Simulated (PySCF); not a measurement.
Predicted microwave data (wB97X-D/def2-SVPD in PySCF (dipole) on a GFN2-xTB geometry, gas phase) for one isomer of C7H8FN:

```
Rotational constants : A = 3534, B = 944.2, C = 808.1 MHz
Dipole components    : |μa| = 4.82 D, |μb| = 2.14 D, |μc| = 0.33 D
Inertial defect      : -52.87 u·Å²
κ                    : -0.90
```

Problem. Which candidate fits, each taken in the one conformer that was computed?
A. `[CH3:1][CH2:2][C@@H:3]1[CH:4]=[C:5]([C:6]#[N:7])[C@H:8]1[F:9]` with C1–C2–C3–C4 173°
B. `[H]/[N:6]=[C:5]1\[CH2:4][C@@H:3]([C:2]#[CH:1])[C@H:8]([F:9])[CH2:7]1` with C2–C3–C4–C5 -88°, C3–C4–C5–N6 166°, C4–C5–C7–C8 -7°, C5–C7–C8–F9 -91°

Solution. A. It is CC[C@@H]1C=C(C#N)[C@H]1F, a near-prolate asymmetric top, point group C1. The candidates at the same level (rigid rotor, commonest isotopes):

| SMILES | A (MHz) | B (MHz) | C (MHz) | μa (D) | μb (D) | μc (D) | Δ (u·Å²) | point group | rotor |
| --- | --- | --- | --- | --- | --- | --- | --- | --- | --- |
| CC[C@@H]1C=C(C#N)[C@H]1F | 3534 | 944.2 | 808.1 | 4.82 | 2.14 | 0.33 | -52.87 | C1 | near-prolate asymmetric top |
| [H]/N=C1/C[C@@H](F)[C@H](C#C)C1 | 2020 | 1564 | 1101 | 2.00 | 0.49 | 0.83 | -114.30 | C1 | asymmetric top |

`[H]/N=C1/C[C@@H](F)[C@H](C#C)C1` has B 66 % too high. No structure here is proved a minimum.
